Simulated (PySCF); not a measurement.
A PySCF script (with the pyscf-properties extension) for the NMR shieldings of `B(NC([C@H](C)C#N)=O)N`, C₄H₈BN₃O, on a GFN2-xTB geometry:

```python
import basis_set_exchange as bse
import numpy as np
from pyscf import gto, dft
from pyscf.prop import nmr

atoms = """
C    -1.871308   -0.066923   -1.315695
C    -1.383402   -0.771156   -0.040701
C    -2.019288   -0.214352    1.123363
N    -2.502955    0.260015    2.045557
C     0.154004   -0.634818    0.054026
O     0.868325   -1.548329   -0.298381
N     0.587610    0.563141    0.502122
B     1.971373    0.991383    0.659534
N     2.991739    0.133924    0.320195
H    -1.381823   -0.505402   -2.182476
H    -1.639865    0.996397   -1.282930
H    -2.947894   -0.183728   -1.421827
H    -1.616150   -1.840114   -0.098038
H    -0.136868    1.206888    0.787291
H     2.158532    2.071147    1.066504
H     2.790931   -0.792900   -0.025402
H     3.970043    0.346860    0.395869
"""
names = dict.fromkeys(["C", "N", "O", "B", "H"], "pcSseg-1")
basis = {el: gto.basis.parse(bse.get_basis(n, elements=[el], fmt="nwchem")) for el, n in names.items()}
mol = gto.M(atom=atoms, basis=basis, charge=0, verbose=0)
mf = dft.RKS(mol, xc="PBE0")
mf.grids.level = 2
mf.grids.alignment = dft.numint.BLKSIZE   # the property module wants whole blocks of grid points
mf.conv_tol = 1e-9
mf.kernel()

calc = nmr.RKS(mf)   # GIAO
C = mf.mo_coeff
Co = C[:, mf.mo_occ > 0]
resp = mf.gen_response(singlet=True, hermi=2)
def vind(x):   # induced exchange potential for any number of trial vectors
    d = np.einsum("pi,xij,qj->xpq", C, 2 * x.reshape(-1, C.shape[1], Co.shape[1]), Co, optimize=True)
    return np.einsum("xpq,pi,qj->xij", resp(d - d.transpose(0, 2, 1)), C, Co, optimize=True).ravel()
mo1, _ = nmr.rhf.solve_mo1(calc, with_cphf=vind)
sigma = calc.kernel(mo1)
for i, s in enumerate(sigma):   # ppm
    w = np.linalg.eigvalsh((s + s.T) / 2)
    print("%2d %-2s iso %8.1f  s11 %8.1f  s22 %8.1f  s33 %8.1f" % (i, mol.atom_pure_symbol(i), w.mean(), *w))
```

Q: Give the expected output.

A: 
```
 0 C  iso    165.5  s11    153.8  s22    156.8  s33    186.0
 1 C  iso    149.7  s11    126.8  s22    150.5  s33    171.8
 2 C  iso     61.7  s11    -55.3  s22    -52.6  s33    292.9
 3 N  iso    -39.6  s11   -206.4  s22   -191.3  s33    278.9
 4 C  iso     10.3  s11    -79.8  s22     24.0  s33     86.8
 5 O  iso   -106.5  s11   -408.7  s22   -218.0  s33    307.1
 6 N  iso    118.3  s11    -15.0  s22    174.6  s33    195.5
 7 B  iso     75.8  s11     37.6  s22     78.1  s33    111.7
 8 N  iso    168.3  s11     72.2  s22    206.6  s33    225.9
 9 H  iso     30.0  s11     25.9  s22     28.0  s33     36.2
10 H  iso     30.2  s11     26.5  s22     29.8  s33     34.4
11 H  iso     30.0  s11     26.1  s22     27.4  s33     36.6
12 H  iso     28.6  s11     25.5  s22     27.1  s33     33.2
13 H  iso     25.3  s11     20.5  s22     26.0  s33     29.4
14 H  iso     27.5  s11     25.0  s22     28.0  s33     29.5
15 H  iso     25.2  s11     16.6  s22     26.7  s33     32.4
16 H  iso     27.9  s11     23.5  s22     24.6  s33     35.6
```

These numbers come from an equivalent density-fitted implementation of the same equations, which agrees with the script to about 0.01 ppm for H and up to a few tenths of a ppm for heavy atoms, so last digits may differ.

Size and cost of the density-fitted run: 193 basis functions, 61 s wall time on 1 thread of an Arm Neoverse N1, shared host; peak memory 0.85 GiB.
